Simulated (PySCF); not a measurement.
SnFI, SMILES [F][Sn][I] (connectivity only; charge and spin as stated), neutral, multiplicity 1.

The structure is a stationary point at B3LYP-D3(BJ)/def2-TZVP. The def2 effective core potentials stand for the cores of I, Sn; spin–orbit coupling is left out.

All values below come from TDDFT-B3LYP/def2-SVPD (PySCF).

Vertical excitations. Isolated molecule, no solvent. State labels are in the subgroup Cs.

Task: Give excitation energies, oscillator strengths and character. (The exact figures need the calculation; the answer reports its results.)

Result: 
```
state  symmetry  energy (eV)  λ (nm)      f                              main pairs
-----  --------  -----------  ------  -----  --------------------------------------
S1           A"         3.03     410  0.001                          HOMO→LUMO 98 %
S2           A"         3.49     356  0.013                        HOMO−2→LUMO 97 %
S3           A'         3.63     341  0.027                        HOMO−1→LUMO 94 %
S4           A'         4.97     250  0.012                        HOMO→LUMO+1 90 %
S5           A"         5.17     240  0.003                      HOMO−1→LUMO+1 99 %
S6           A'         5.39     230  0.017    HOMO→LUMO+2 84 %, HOMO−2→LUMO+1 14 %
S7           A"         5.56     223  0.000                      HOMO−1→LUMO+2 99 %
S8           A'         5.75     216  0.044  HOMO−2→LUMO+2 82 %, HOMO−2→LUMO+1 13 %
S9           A"         5.99     207  0.025                        HOMO−3→LUMO 86 %
S10          A"         6.16     201  0.003                        HOMO−5→LUMO 89 %
T1           A"         2.68     462      0        HOMO→LUMO 53 %, HOMO−2→LUMO 46 %
T2           A'         2.99     415      0                        HOMO−1→LUMO 99 %
T3           A"         3.00     413      0        HOMO−2→LUMO 53 %, HOMO→LUMO 46 %
T4           A'         4.48     276      0    HOMO→LUMO+1 68 %, HOMO−2→LUMO+1 30 %
```
Triplets are in the Tamm–Dancoff approximation, which puts them higher than full response would, so one can lie above its singlet here.
